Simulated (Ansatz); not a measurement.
Ansatz (a quantum-chemistry and plane-wave program) input (B3LYP-D3(BJ)/def2-TZVP):

Ansatz 0.2 input:
```yaml
crystal:
  periodic: [false, false, false]
  atoms:
    - {symbol: K, position_ang: [-0.56801738, -0.45578138, -0.76427985]}
    - {symbol: F, position_ang: [0.55704761, 0.41482950, 0.70689261]}
basis:
  gaussian:
    orbitals: def2-TZVP
hamiltonian:
  xc: b3lyp
  dispersion: d3bj
total_charge: 1
magnetization: {spin_polarized: true, initial_magnetization: 1}
relax: {f_tol: 0.002, max_steps: 150}
```

End of the output:

```
relax step   4: F+E_penalty+E_count = -19035.27880835 eV  Δ(F+E_penalty+E_count) = -1.719e-1 eV  max|allowed force component| = 1.682e-1 eV/Å  Δτ_max = 0.1462 Å  (40 SCF iters, accepted)
these checks for a lower state are left out or cut short: starts, cluster_reference, orbital_swaps, neighbouring_geometries, increment
integrals: 0.01 GiB planned
481 factors; their error is unknown
mean field: 0.19 GiB planned
mean field -19035.28595400 eV, -699.5338562292 hartree, gradient 3.7e-6 eV, S^2 0.751617; 0 other end points of the search recorded, 0 dependent functions left out
the calculation of the forces begins
reference -19035.28614920 eV, -699.5338634027 hartree; 14, 13 occupied and 50, 51 virtual orbitals, 481 factors
relax step   5: F+E_penalty+E_count = -19035.30441803 eV  Δ(F+E_penalty+E_count) = -2.561e-2 eV  max|allowed force component| = 8.448e-3 eV/Å  Δτ_max = 0.1324 Å  (43 SCF iters, accepted)
these checks for a lower state are left out or cut short: starts, cluster_reference, orbital_swaps, neighbouring_geometries, increment
integrals: 0.01 GiB planned
481 factors; their error is unknown
mean field: 0.19 GiB planned
mean field evaluation 128: about -19035.2858 eV, gradient 1.1e-1 eV
mean field -19035.28582082 eV, -699.5338513351 hartree, gradient 4.1e-6 eV, S^2 0.751618; 0 other end points of the search recorded, 0 dependent functions left out
the calculation of the forces begins
reference -19035.28601631 eV, -699.5338585190 hartree; 14, 13 occupied and 50, 51 virtual orbitals, 481 factors
relax step   6: F+E_penalty+E_count = -19035.30465288 eV  Δ(F+E_penalty+E_count) = -2.348e-4 eV  max|allowed force component| = 2.953e-3 eV/Å  Δτ_max = 0.0154 Å  (33 SCF iters, accepted)
these checks for a lower state are left out or cut short: starts, cluster_reference, orbital_swaps, neighbouring_geometries, increment
integrals: 0.01 GiB planned
481 factors; their error is unknown
mean field: 0.19 GiB planned
mean field -19035.28560648 eV, -699.5338434582 hartree, gradient 3.8e-6 eV, S^2 0.751618; 0 other end points of the search recorded, 0 dependent functions left out
the calculation of the forces begins
reference -19035.28580212 eV, -699.5338506476 hartree; 14, 13 occupied and 50, 51 virtual orbitals, 481 factors
relax step   7: F+E_penalty+E_count = -19035.30469693 eV  Δ(F+E_penalty+E_count) = -4.406e-5 eV  max|allowed force component| = 9.990e-4 eV/Å  Δτ_max = 0.0083 Å  (34 SCF iters, accepted)
these checks for a lower state are left out or cut short: starts, cluster_reference, orbital_swaps, neighbouring_geometries, increment
integrals: 0.01 GiB planned
481 factors; their error is unknown
mean field: 0.19 GiB planned
mean field -19035.28546254 eV, -699.5338381686 hartree, gradient 5.7e-6 eV, S^2 0.751618; 0 other end points of the search recorded, 0 dependent functions left out
the calculation of the forces begins
reference -19035.28565825 eV, -699.5338453608 hartree; 14, 13 occupied and 50, 51 virtual orbitals, 481 factors
relax step   8: F+E_penalty+E_count = -19035.30470418 eV  Δ(F+E_penalty+E_count) = -7.245e-6 eV  max|allowed force component| = 2.621e-4 eV/Å  Δτ_max = 0.0042 Å  (31 SCF iters, accepted)
integrals: 0.01 GiB planned
481 factors; their error is unknown
mean field: 0.19 GiB planned
mean field evaluation 160: about -19031.9478 eV, gradient 2.8e1 eV
mean field -19035.28546254 eV, -699.5338381686 hartree, gradient 5.7e-6 eV, S^2 0.751618; 3 other end points of the search recorded, 0 dependent functions left out
the calculation of the forces begins
reference -19035.28565825 eV, -699.5338453608 hartree; 14, 13 occupied and 50, 51 virtual orbitals, 481 factors
Total energy: -19035.30489989 eV, -699.5345524778 hartree
Atom 0 at    -0.831274    -0.659498    -1.108523 Å, force    -0.000200    -0.000155    -0.000262 eV/Å
Atom 1 at     0.820305     0.618546     1.051136 Å, force     0.000200     0.000155     0.000262 eV/Å
Dipole moment:    -0.497531    -0.385005    -0.650588 e Å
```
